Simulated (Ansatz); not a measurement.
`[F][Sb]([F])[F]` → F• + `[F][Sb][F]`• at 600 K and 1 bar (homolysis of the F–Sb bond).

Computed with Ansatz on PBE0-D4/def2-TZVP structures; ΔE is electronic, products minus reactants. CBS: MP2 limit from def2 TZ/QZ plus the TZ coupled-cluster correction, frozen cores. This one scheme is used for every species, atoms too. No spin–orbit coupling; open shells (•) take unrestricted orbitals. Spin–orbit coupling would lower the free atoms: a little for F. Elements past krypton have def2 core potentials. Bonds to Sb are less sure, by a few kJ/mol each and by 10 to 20 or more in all where they break to atoms, as the def2 sets lack core-valence functions.

```json
{"species": "`[F][Sb]([F])[F]`", "CCSD(T)/CBS energy (Eh)": "-539.49495", "H − E (kJ/mol)": "53.1", "S (J/(mol·K))": "354.3"}
{"species": "F•", "CCSD(T)/CBS energy (Eh)": "-99.66871", "H − E (kJ/mol)": "12.5", "S (J/(mol·K))": "175.0"}
{"species": "`[F][Sb][F]`•", "CCSD(T)/CBS energy (Eh)": "-439.63406", "H − E (kJ/mol)": "36.9", "S (J/(mol·K))": "323.5"}
```

H − E and S are ideal-gas, rigid-rotor, harmonic terms from PBE0-D4/def2-TZVP, with the whole ground term of open shells counted as degenerate. 1 Eh = 2625.50 kJ/mol, R = 8.31446 J/(mol·K).

Question: By hand: ΔE, ΔH, ΔS and ΔG.

Answer: ΔE = (-99.66871) + (-439.63406) − (-539.49495) = 0.19218 Eh = 504.6 kJ/mol. Δ(H − E) = 12.5 + 36.9 − 53.1 = -3.7, so ΔH = 500.9 kJ/mol. ΔS = 175.0 + 323.5 − 354.3 = 144.2 J/(mol·K). ΔG = 500.9 − 600 × (144.2)/1000 = 414.4 kJ/mol.

Question: By hand: the equilibrium constant, and the temperature at which ΔG would vanish if ΔH and ΔS stayed fixed.

Answer: log₁₀ K = −ΔG/(RT ln 10) = -36.1. ΔG = 0 at ΔH/ΔS = 3474 K, far beyond where these terms or the molecules hold.

The number of gas molecules changes by +1, which sets the sign of ΔS. A doubt of 5 kJ/mol in ΔE shifts log₁₀ K by 0.4 here. These are equilibria of isolated gas molecules and say nothing of rates. Largest T1 diagnostic: 0.017 (customary marks: 0.02 for closed shells, 0.045 for open ones).
